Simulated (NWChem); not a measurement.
System: SiBr4; SMILES Br[Si](Br)(Br)Br

Input file for NWChem:

```
start job
memory heap 200 mb stack 900 mb global 1100 mb
geometry units angstroms
  Br    -1.142683    -1.500228    -1.151148
  Si     0.000042    -0.000056    -0.000076
  Br    -1.136721     1.893098     0.074802
  Br     1.949954     0.349962    -0.978138
  Br     0.329558    -0.742851     2.054535
end
basis spherical
  * library 6-31g*
end
dft
  xc b3lyp
  iterations 150
end
driver
  maxiter 120
end
task dft optimize
task dft freq
```

Output (shortened):

```
             Northwest Computational Chemistry Package (NWChem) 7.3.0
             --------------------------------------------------------

 C1  symmetry detected

                             Geometry "geometry" -> ""
                             -------------------------

 Output coordinates in angstroms (scale by  1.889725989 to convert to a.u.)

  No.       Tag          Charge          X              Y              Z
 ---- ---------------- ---------- -------------- -------------- --------------
    1 Br                  35.0000    -1.81692884    -1.25515265     0.07042013
    2 Si                  14.0000    -0.00006881    -0.00001415     0.00006270
    3 Br                  35.0000     1.78767200    -1.29590237    -0.08071731
    4 Br                  35.0000     0.09012499     1.26739763     1.80749380
    5 Br                  35.0000    -0.06084063     1.28366305    -1.79722170

 Effective nuclear repulsion energy (a.u.)    1547.4543470872

                                Z-matrix (autoz)
                                --------

 Units are Angstrom for bonds and degrees for angles

      Type          Name      I     J     K     L     M      Value
      ----------- --------  ----- ----- ----- ----- ----- ----------
    1 Stretch                  1     2                       2.20937
    2 Stretch                  2     3                       2.20950
    3 Stretch                  2     4                       2.20936
    4 Stretch                  2     5                       2.20947
    5 Bend                     1     2     3               109.47177
    6 Bend                     1     2     4               109.47601
    7 Bend                     1     2     5               109.47191
    8 Bend                     3     2     4               109.47115
    9 Bend                     3     2     5               109.46738
   10 Bend                     4     2     5               109.46911

                           NWChem Geometry Optimization
                           ----------------------------

 maximum gradient threshold         (gmax) =   0.000450
 rms gradient threshold             (grms) =   0.000300
 maximum cartesian step threshold   (xmax) =   0.001800
 rms cartesian step threshold       (xrms) =   0.001200
 fixed trust radius                (trust) =   0.300000
 source of zmatrix                         =   autoz

          -------------------
          Energy Minimization
          -------------------

[...]

      ----------------------
      Optimization converged
      ----------------------

  Step       Energy      Delta E   Gmax     Grms     Xrms     Xmax
  ---- ---------------- -------- -------- -------- -------- --------
@    2  -10585.16792001 -1.6D-07  0.00003  0.00001  0.00038  0.00063
                                     ok       ok       ok       ok

                                Z-matrix (autoz)
                                --------

 Units are Angstrom for bonds and degrees for angles

      Type          Name      I     J     K     L     M      Value     Gradient
      ----------- --------  ----- ----- ----- ----- ----- ---------- ----------
    1 Stretch                  1     2                       2.22464   -0.00003
    2 Stretch                  2     3                       2.22466   -0.00002
    3 Stretch                  2     4                       2.22464   -0.00003
    4 Stretch                  2     5                       2.22466   -0.00002
    5 Bend                     1     2     3               109.47049   -0.00000
    6 Bend                     1     2     4               109.47140   -0.00000
    7 Bend                     1     2     5               109.47128   -0.00000
    8 Bend                     3     2     4               109.47151    0.00000
    9 Bend                     3     2     5               109.47123    0.00000
   10 Bend                     4     2     5               109.47142    0.00000

                         Geometry "geometry" -> "geometry"
                         ---------------------------------

 Output coordinates in angstroms (scale by  1.889725989 to convert to a.u.)

[...]

 Rotational Constants
 --------------------
 A=   0.015984 cm-1  (  0.022996 K)
 B=   0.015983 cm-1  (  0.022996 K)
 C=   0.015983 cm-1  (  0.022996 K)

 Temperature                      =   298.15K
 frequency scaling parameter      =   1.0000

 Zero-Point correction to Energy  =    3.226 kcal/mol  (  0.005142 au)
 Thermal correction to Energy     =    7.988 kcal/mol  (  0.012730 au)
 Thermal correction to Enthalpy   =    8.580 kcal/mol  (  0.013674 au)

 Total Entropy                    =   95.895 cal/mol-K
   - Translational                =   43.413 cal/mol-K (mol. weight = 347.6429)
   - Rotational                   =   32.332 cal/mol-K (symmetry #  =        1)
   - Vibrational                  =   20.150 cal/mol-K

 Cv (constant volume heat capacity) =   21.275 cal/mol-K
   - Translational                  =    2.979 cal/mol-K
   - Rotational                     =    2.979 cal/mol-K
   - Vibrational                    =   15.316 cal/mol-K

[normal modes left out]

 ----------------------------------------------------------------------------
 Normal Eigenvalue ||           Projected Infra Red Intensities
  Mode   [cm**-1]  || [atomic units] [(debye/angs)**2] [(KM/mol)] [arbitrary]
 ------ ---------- || -------------- ----------------- ---------- -----------
    1       -0.000 ||    0.000000           0.000         0.000       0.000
    2       -0.000 ||    0.000000           0.000         0.000       0.000
    3       -0.000 ||    0.000000           0.000         0.000       0.000
    4        0.000 ||    0.000000           0.000         0.000       0.000
    5        0.000 ||    0.000000           0.000         0.000       0.000
    6        0.000 ||    0.000000           0.000         0.000       0.000
    7       84.666 ||    0.000000           0.000         0.000       0.000
    8       84.671 ||    0.000000           0.000         0.000       0.000
    9      133.642 ||    0.001498           0.035         1.460       0.475
   10      133.643 ||    0.001498           0.035         1.460       0.475
   11      133.645 ||    0.001498           0.035         1.460       0.475
   12      238.187 ||    0.000000           0.000         0.000       0.000
   13      483.168 ||    0.156001           3.599       152.078      49.524
   14      483.179 ||    0.156001           3.599       152.078      49.524
   15      483.189 ||    0.156002           3.599       152.078      49.525
 ----------------------------------------------------------------------------
```

Level: B3LYP/6-31G* (spherical d). This build's default masses of Se (78.918 u) and Br (79.917 u) are each other's, which moves their modes by up to 0.6 %. The printed entropy takes a lower symmetry number than the molecule has.
